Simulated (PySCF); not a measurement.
Structure from 2D NMR

Compound of formula C$_{5}$H$_{8}$N$_{2}$Si. Correlations simulated from computed shifts and the bond graph:

HSQC (one-bond C–H):
```
  δH     δC
9.25  186.3
6.75  118.9
6.65  127.3
```

COSY cross peaks (H two or three bonds apart, from the bond graph; peaks can be absent where the dihedral angle is near 90°):
```
  δH    δH
9.25  5.20
6.75  6.65
```

HMBC (two and three bonds, from the bond graph):
```
  δH            δC
6.75  127.3, 118.9
6.65  127.3, 118.9
5.20  186.3, 127.3
```

PySCF calculation with geometry from GFN2-xTB and NMR shieldings at PBE0/pcSseg-1/GIAO; averaged over atoms made equivalent by symmetry, fast rotation or ring inversion, relativity neglected, in vacuum, one conformer.

Chemical shifts δ = σref − σ; $^{1}$H (σ = 31.72 ppm) and $^{13}$C (σ = 186.93 ppm) vs TMS, all at this level.

Exchangeable hydrogens are left out of these lists.

Q: Which molecule is this?

A: SMILES [H]/N=C\[SiH2]n1cccc1.

Numbering as in the mapped SMILES `[H]/[N:1]=[CH:2]\[SiH2:3][n:4]1[cH:5][cH:6][cH:7][cH:8]1`. Each H is labelled by its parent atom.

1. δC 186.3 is C2, a C=N carbon (δH 9.25).
2. δC 127.3 is C5/C8, an aromatic CH next to a ring nitrogen (δH 6.65).
3. δC 118.9 is C6/C7, an aromatic CH (δH 6.75).
4. COSY links 9.25–5.20, 6.75–6.65.

This is the structure that produced the data.

Exchangeable OH/NH protons stand at their gas-phase positions; hydrogen bonding in a real sample shifts them, mostly to higher δ. Shifts are as computed. Against solution values, carbons near 30 ppm lie about +3 ppm off and those near 130 ppm about +5 ppm. Of 1309 compounds with measured shifts, 239 miss one by over three times the rms of a fit or turn the order of signals round; such compounds aren't used in these exercises.
